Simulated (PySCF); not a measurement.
A species of formula C6H10FNSi2 has this rotational fingerprint, computed with PBE0/pcSseg-1 in PySCF (dipole) on a GFN2-xTB geometry, gas phase:

- Rotational constants: A = 1381, B = 639.8, C = 537.4 MHz
- Dipole components: |μa| = 2.32 D, |μb| = 3.51 D, |μc| = 2.00 D
- Inertial defect: -215.24 u·Å²
- κ: -0.76

Question: Which candidate fits, each taken in the one conformer that was computed?
A. `[N:1]#[C:2][C@@H:3]1[SiH2:4][C@H:5]([SiH3:6])[CH2:7]/[C:8]1=[CH:9]/[F:10]` with C2–C3–Si4–C5 -106°, C3–Si4–C5–Si6 140°, Si4–C5–C7–C8 -37°, C5–C7–C8–C9 -126°
B. `[F:1][c:2]1[cH:3][cH:4][cH:5][c:6]([SiH2:7][NH:8][SiH3:9])[cH:10]1` with C5–C6–Si7–N8 51°, C6–Si7–N8–Si9 -176°
C. `[CH2:1]=[C:2]([CH3:3])[SiH2:4]/[C:5]([F:6])=[CH:7]\[SiH2:8][C:9]#[N:10]` with C1–C2–Si4–C5 126°, C2–Si4–C5–F6 -68°, C5–C7–Si8–C9 -53°
D. `[CH2:1]=[C:2]([CH3:3])[Si@@H:4]1[CH2:5][C@H:6]([C:7]#[N:8])[Si@@H:9]1[F:10]` with C1–C2–Si4–C5 -131°, C2–Si4–C5–C6 -105°, Si4–C5–C6–C7 107°, C5–C6–Si9–F10 125°, C2–Si4–Si9–C6 103°

Answer: A. It is N#C[C@@H]1[SiH2][C@H]([SiH3])C/C1=C/F, an asymmetric top, point group C1. The candidates at the same level (rigid rotor, commonest isotopes):

| SMILES | A (MHz) | B (MHz) | C (MHz) | μa (D) | μb (D) | μc (D) | Δ (u·Å²) | point group | rotor |
| --- | --- | --- | --- | --- | --- | --- | --- | --- | --- |
| Fc1cccc([SiH2]N[SiH3])c1 | 2625 | 396.9 | 363.7 | 0.56 | 1.44 | 0.47 | -76.49 | C1 | near-prolate asymmetric top |
| N#C[C@@H]1[SiH2][C@H]([SiH3])C/C1=C/F | 1381 | 639.8 | 537.4 | 2.32 | 3.51 | 2.00 | -215.24 | C1 | asymmetric top |
| C=C(C)[SiH2]/C(F)=C\[SiH2]C#N | 1211 | 701.3 | 516.4 | 0.62 | 2.02 | 0.62 | -159.25 | C1 | asymmetric top |
| C=C(C)[Si@@H]1C[C@H](C#N)[Si@@H]1F | 1294 | 741.4 | 691.7 | 2.58 | 3.15 | 2.83 | -341.74 | C1 | asymmetric top |

`Fc1cccc([SiH2]N[SiH3])c1` has A 90 % too high; `C=C(C)[Si@@H]1C[C@H](C#N)[Si@@H]1F` has C 29 % too high; `C=C(C)[SiH2]/C(F)=C\[SiH2]C#N` has A 12 % too low. No structure here is proved a minimum.
